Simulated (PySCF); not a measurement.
C8H3F.
Cartesian coordinates in Å at the PBE0-D3(BJ)/def2-SVP level; atoms count from 1:
```
atom  x, y, z in Å
C1     5.0231    0.1093    0.9744
C2     3.8228    0.0853    0.7618
C3     2.4814    0.0622    0.5249
C4     1.2727    0.0423    0.3091
C5    -0.0626    0.0194    0.0660
C6    -1.2676    0.0019   -0.1554
C7    -2.6449   -0.0119   -0.4527
C8    -3.6265   -0.1367    0.4543
F9    -3.3971   -0.2681    1.7440
H10    6.0815    0.1235    1.1594
H11   -2.9520    0.0874   -1.4988
H12   -4.6897   -0.1419    0.1984
```

Method: TDDFT wB97X-D/def2-SVPD, vertical, gas phase, core orbitals frozen in the response (PySCF).

Frontier orbitals with the atoms that hold most of them (Löwdin shares over 4%, at most four atoms; ? is withheld):

| orbital | ε (eV) | atoms |
| --- | --- | --- |
| LUMO+2 | 1.78 | C8 18%, C7 17%, C1 14%, C2 12% |
| LUMO+1 | -0.08 | C4 17%, C1 16%, C3 16%, C6 15% |
| LUMO | -0.57 | C8 15%, C6 13%, C3 12%, C5 12% |
| HOMO | ? | ? |
| HOMO-1 | -8.78 | ? |
| HOMO-2 | -10.33 | C7 16%, C1 16%, C2 15%, C8 12% |
| HOMO-3 | -11.16 | C2 22%, C5 21%, C1 19%, C6 16% |

Which atoms hold the HOMO, and with what shares?

C6 (bonded to 2 C) 15%; C3 (bonded to 2 C) 14%; C5 (bonded to 2 C) 14%; C4 (bonded to 2 C) 12%.

Give the leading atoms of the HOMO-1.

C3 (bonded to 2 C) 18%; C4 (bonded to 2 C) 17%; C6 (bonded to 2 C) 17%; C1 (bonded to C and H) 17%.

What is the HOMO energy, and the HOMO–LUMO gap?

ε(HOMO) = -8.35 eV; the gap is 7.78 eV (0.2859 hartree).

The HOMO–LUMO gap is 7.78 eV. Where does the response calculation put the lowest singlet, and from which orbitals?

S1 is at 3.52 eV (f = 0.0000), 4.26 eV below the gap, made of HOMO-1→LUMO (52%), HOMO→LUMO+1 (41%). Its leading pair isn't HOMO and LUMO; the energies of that pair differ by 8.21 eV. Without the coupling terms of the response equations the lowest excitation would equal the gap.

Next come S2 at 3.67 eV (f 0.0000), HOMO→LUMO+1 (53%), HOMO-1→LUMO (41%); S3 at 3.68 eV (f 0.072), HOMO→LUMO (56%), HOMO-1→LUMO+1 (37%); S4 at 5.43 eV (f 1.175), HOMO-2→LUMO (26%), HOMO→LUMO (24%), HOMO-1→LUMO+1 (21%); S5 at 5.46 eV (f 0.0001), HOMO-3→LUMO (33%), HOMO-2→LUMO+1 (31%), HOMO-1→LUMO+2 (18%).

Löwdin shares depend on the basis, the more so with diffuse functions.
